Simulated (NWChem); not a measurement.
Molecule: C2H6FNSi; SMILES C/N=C\[SiH2]F

```xyz
11

C      0.5774     2.2508     0.0000
N     -0.7767     1.6949     0.0000
C     -0.9061     0.4247     0.0000
Si     0.4428    -0.9133     0.0000
F     -0.3342    -2.3319     0.0000
H      1.1416     1.9391     0.8910
H      1.1416     1.9391    -0.8910
H      0.5253     3.3427     0.0000
H     -1.9410     0.0543     0.0000
H      1.2956    -0.8320     1.2150
H      1.2956    -0.8320    -1.2150
```
Atoms are numbered in this order, from 1.

This is a stationary point of B3LYP/6-31G* (spherical d) (NWChem), point group Cs. B3LYP is NWChem's, with the RPA form of VWN correlation.

Problem. Is it a minimum? If not, what does it relax to?

Solution. No. It has an imaginary frequency of 170i cm⁻¹. Following that mode (on a finer grid) lowers the energy by 1.5 kcal/mol and ends, with real frequencies alone, at point group Cs:
```xyz
11

C      0.5914     2.2783     0.0888
N     -0.7326     1.6893     0.1583
C     -0.8570     0.4224     0.0821
Si     0.4631    -0.9354    -0.1200
F     -0.3779    -2.3178    -0.1447
H      0.7662     2.8621     1.0002
H      1.4214     1.5594    -0.0291
H      0.6210     2.9818    -0.7516
H     -1.8878     0.0445     0.1418
H      1.4141    -0.9786     1.0212
H      1.2137    -0.8135    -1.3970
```
